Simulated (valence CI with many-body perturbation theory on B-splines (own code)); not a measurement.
# Forbidden lines of Yb²⁰⁺

Level of theory: relativistic CI+MBPT: four valence electrons over a frozen Dirac-Fock core [Kr] 4d10, radial functions for each j: 8 s, 8 p, 9 d, 9 f, 6 g, 3 h, 2 i, with the one-electron correlation potential Σ1 (screened to all orders), the two-electron term Σ2, the three-electron term Σ3, Breit, model QED; selected single and double excitations, second order for the rest (own B-spline code, finite nucleus).

No measured spectrum was set against this ion. As an estimate, terms of the open shell hold to a few per cent of their energy, and close levels can change places. Core correlation moves these levels by up to 3300 cm⁻¹, and in measured spectra 5 to 20 % of such shifts remained as error; rates that hang on mixing are uncertain with them. Only levels of the ground parity were solved; by the run's estimate the other parity begins above the list, which can be wrong where configurations are misplaced.

Lines 51 to 100 of 120 in falling wavelength, among levels below 106510 cm⁻¹, chosen from the decays that carry over 1 % of a level's rate. Wavelengths and rates use the calculated energies, so an error of 2000 cm⁻¹ moves a line at 4837 Å by 9.7 % and its rate by three times that or more. Electric multipoles are in the length gauge, E1 and E2 with the static RPA response of the core. S is in atomic units (e²a₀⁴ for E2 and M2, e²a₀⁶ for E3), for M1 in squared Bohr magnetons. Weak lines are less certain than strong ones. Lines between different terms over intervals too small for the method are left out, as are lines whose strength nearly cancels. Where a level lies close to another of its J and parity, the split of strength between their lines is uncertain.

Names give the largest LS component (configuration and term), which can be under half, so a name can repeat, a term be missing and a line seem to break the LS rules; names also repeat where a configuration has a term twice. Letters in brackets count levels of one name in rising energy.

```tsv
λ vac (Å)	Upper	Lower	Type	A (s⁻¹)	S (a.u.)
4837	4f⁴ ³M_8	4f⁴ ⁵I_8	M1	6.85e+01	4.89e+00
4802	4f⁴ ³K_8	4f⁴ ³K_7	M1	1.65e+01	1.15e+00
4797	4f⁴ ³D_3	4f⁴ ⁵F_4	M1	2.46e+01	7.03e-01
4730	4f⁴ ³F_4 [a]	4f⁴ ⁵F_4	M1	3.34e+01	1.18e+00
4723	4f⁴ ³L_7	4f⁴ ³K_6 [a]	M1	1.19e+02	6.97e+00
4688	4f⁴ ³F_4 [a]	4f⁴ ⁵F_5 [a]	M1	5.10e+01	1.75e+00
4545	4f⁴ ³P_1	4f⁴ ⁵S_2	M1	7.78e+01	8.12e-01
4396	4f⁴ ¹D_2 [a]	4f⁴ ⁵G_2	M1	5.86e+00	9.23e-02
4383	4f⁴ ³K_7	4f⁴ ⁵I_7	M1	5.34e+01	2.50e+00
4377	4f⁴ ³I_5	4f⁴ ⁵F_5 [a]	M1	1.59e+01	5.44e-01
4337	4f⁴ ³D_3	4f⁴ ⁵G_3	M1	1.65e+01	3.49e-01
4282	4f⁴ ³F_4 [a]	4f⁴ ⁵G_3	M1	4.55e+00	1.19e-01
4055	4f⁴ ³H_6 [a]	4f⁴ ⁵F_5 [a]	M1	3.16e+00	1.02e-01
3998	4f⁴ ¹D_2 [a]	4f⁴ ⁵S_2	M1	6.26e+01	7.42e-01
3991	4f⁴ ³D_2	4f⁴ ⁵F_1	M1	5.53e+01	6.52e-01
3975	4f⁴ ³D_3	4f⁴ ⁵G_2	M1	2.66e+00	4.34e-02
3836	4f⁴ ³D_2	4f⁴ ⁵F_2	M1	3.58e+00	3.74e-02
3820	4f⁴ ³G_3 [a]	4f⁴ ⁵F_2	M1	5.74e+00	8.30e-02
3814	4f⁴ ³I_5	4f⁴ ³K_6 [a]	M1	1.02e+01	2.31e-01
3791	4f⁴ ³K_6 [a]	4f⁴ ⁵I_6	M1	3.26e+01	8.55e-01
3696	4f⁴ ³M_8	4f⁴ ⁵I_7	M1	3.70e+01	1.18e+00
3647	4f⁴ ³D_3	4f⁴ ⁵S_2	M1	1.32e+01	1.66e-01
3628	4f⁴ ¹D_2 [a]	4f⁴ ⁵F_3	M1	6.97e+00	6.17e-02
3611	4f⁴ ³G_4 [a]	4f⁴ ⁵I_5	M1	2.85e+01	4.47e-01
3567	4f⁴ ³H_6 [a]	4f⁴ ³K_6 [a]	M1	5.83e+00	1.28e-01
3378	4f⁴ ³P_1	4f⁴ ⁵F_1	M1	6.39e+01	2.74e-01
3361	4f⁴ ⁵F_5 [a]	4f⁴ ⁵I_6	M1	1.69e+01	2.62e-01
3352	4f⁴ ³K_7	4f⁴ ⁵I_6	M1	8.79e+01	1.84e+00
3305	4f⁴ ³F_4 [a]	4f⁴ ⁵F_3	M1	2.67e+01	3.21e-01
3266	4f⁴ ³P_1	4f⁴ ⁵F_2	M1	1.91e+00	7.42e-03
3252	4f⁴ ⁵F_2	4f⁴ ⁵I_4	E2	7.01e-03	1.14e-02
3241	4f⁴ ³D_3	4f⁴ ³G_4 [a]	M1	1.12e+01	9.88e-02
3210	4f⁴ ³F_4 [a]	4f⁴ ³G_4 [a]	M1	4.45e+01	4.91e-01
3066	4f⁴ ¹D_2 [a]	4f⁴ ⁵F_1	M1	6.34e+01	3.39e-01
3062	4f⁴ ³I_5	4f⁴ ³G_4 [a]	M1	3.15e+01	3.69e-01
2974	4f⁴ ¹D_2 [a]	4f⁴ ⁵F_2	M1	7.26e+00	3.54e-02
2930	4f⁴ ³K_6 [a]	4f⁴ ⁵I_5	M1	1.15e+02	1.39e+00
2888	4f⁴ ³P_0	4f⁴ ⁵F_1	M1	1.72e+01	1.54e-02
2837	4f⁴ ³L_8	4f⁴ ⁵I_8	M1	8.52e-01	1.23e-02
2783	4f⁴ ³G_4 [a]	4f⁴ ⁵I_4	M1	9.55e+01	6.87e-01
2775	4f⁴ ³D_3	4f⁴ ⁵F_2	M1	1.35e+00	7.51e-03
2743	4f⁴ ³M_9	4f⁴ ⁵I_8	M1	2.10e+01	3.05e-01
2716	4f⁴ ⁵F_3	4f⁴ ⁵I_4	M1	2.17e+00	1.13e-02
2684	4f⁴ ³K_8	4f⁴ ⁵I_8	M1	3.76e+01	4.58e-01
2666	4f⁴ ⁵F_5 [a]	4f⁴ ⁵I_5	M1	1.94e+01	1.50e-01
2653	4f⁴ ⁵F_4	4f⁴ ⁵I_5	M1	3.36e+01	2.09e-01
2568	4f⁴ ⁵F_5 [b]	4f⁴ ⁵I_6	M1	5.25e+01	3.63e-01
2467	4f⁴ ³L_7	4f⁴ ⁵I_7	M1	1.78e+01	1.49e-01
2428	4f⁴ ⁵G_6	4f⁴ ⁵I_7	M1	3.45e+01	2.38e-01
2402	4f⁴ ³L_8	4f⁴ ⁵I_7	M1	1.85e+00	1.62e-02
```
